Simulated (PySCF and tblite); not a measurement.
Values are calculated unless marked as measured or tabulated.
System: C₂HF₃O₂, numbered as in [O:1]=[C:2]([OH:3])[C:4]([F:5])([F:6])[F:7].

For the rotation about the C2–O3 bond (torsion O1–C2–O3–H from 0° to 180°, rising): electronic barrier 11.71 kcal/mol, zero-point change -1.22 kcal/mol, thermal and entropy terms at 350 K a further 0.03 kcal/mol (symmetry numbers apart). The minimum is Cs, the saddle C1. Level: revPBE/pcSseg-1 + D3(BJ), IEF-PCM chloroform on GFN2-xTB stationary points, with GFN2-xTB thermal terms. Rates follow Eyring's equation with the number of equivalent paths and no tunnelling. Run with tblite and PySCF.

Question: How many equivalent paths lead out of the minimum?

Answer: 2: the symmetry number of the minimum is 1, that of the saddle displaced along its mode 1, and the displaced saddle is chiral while the minimum is not, which doubles the count.

Question: Work out the rate at 350 K.

Answer: ΔG‡ = 10.52 kcal/mol; k_B T/h = 7.3×10¹² s⁻¹; exp(−ΔG‡/RT) = 2.7×10⁻⁷; times 2 gives k = 4×10⁶ s⁻¹. Wigner's tunnelling factor for the 663i cm⁻¹ mode would be 1.31.
